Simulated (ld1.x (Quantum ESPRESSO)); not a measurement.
**carbon: one change to a TM potential, before and after**

```
Element                 : carbon (C)
Generator               : ld1.x (Quantum ESPRESSO) 7.5
Type                    : norm-conserving Troullier–Martins (Kleinman–Bylander form)
Functional              : PBE
Relativity              : scalar-relativistic
Frozen core             : [He]
Valence charge          : 4
Reference configuration : 2s2 2p2
Partial waves           : 2s (bound): rc 0.80 bohr; 2p (bound): rc 1.70 bohr
Local potential         : all-electron potential smoothed inside 1.25 bohr (lloc = -1)
Core correction         : Bessel-smoothed model core inside 0.75 bohr
```

All-electron outer shells of the reference configuration (PBE, scalar-relativistic, ld1.x):

| shell | level (eV) | outermost node (bohr) | outermost maximum (bohr) |
| --- | --- | --- | --- |
| 1s | -273.38 | – | 0.17 |
| 2s | -13.75 | 0.38 | 1.22 |
| 2p | -5.29 | – | 1.20 |

Change: local potential all-electron potential smoothed inside 1.54 bohr (lloc = -1).

Cutoffs: the cutoffs (Ry, on a coarse ladder) from which the occupation-weighted sum of valence levels, in a spherical-Bessel basis at the reference potential, stays within 10 and 1 mRy of its value at 400 Ry; they do not see the model core or the augmentation charge, which bear on the density cutoff. Errors are all-electron minus pseudo energies relative to the spin-unpolarised reference configuration.

**Question.** What does the change do?

**Answer.** The potential gets neither clearly harder nor softer (100 Ry and 230 Ry → 100 Ry and 230 Ry); the errors of the 7 common tests hardly move; neither file shows a bound ghost.

| quantity | base | changed |
| --- | --- | --- |
| cutoff, loose | 100 Ry | 100 Ry |
| cutoff, tight | 230 Ry | 230 Ry |
| bound ghosts | none | none |
| error for 2s2 2p1, meV [ΔE 10.86 eV] | +18 | +16 |
| error for 2s2 2p0, meV [ΔE 35.02 eV] | +194 | +188 |
| error for 2s1 2p0, meV [ΔE 83.21 eV] | +425 | +412 |
| error for 2s2 2p1.5, meV [ΔE 3.96 eV] | +2.2 | +2.0 |
| error for 2s1 2p2, meV [ΔE 19.62 eV] | -9.0 | -10 |
| error for 2s1 2p3, meV [ΔE 8.48 eV] | +7.4 | +7.3 |
| error for 2s2 2p2.3, meV [ΔE -1.16 eV] | +0.3 | +0.2 |
| s: phases at 1.85 bohr within 0.05 rad from the reference energy up to (Ry; the scan ends near 5) | 4.0 | 4.4 |
| p: phases at 1.85 bohr within 0.05 rad from the reference energy up to (Ry; the scan ends near 5) | 3.6 | 3.5 |
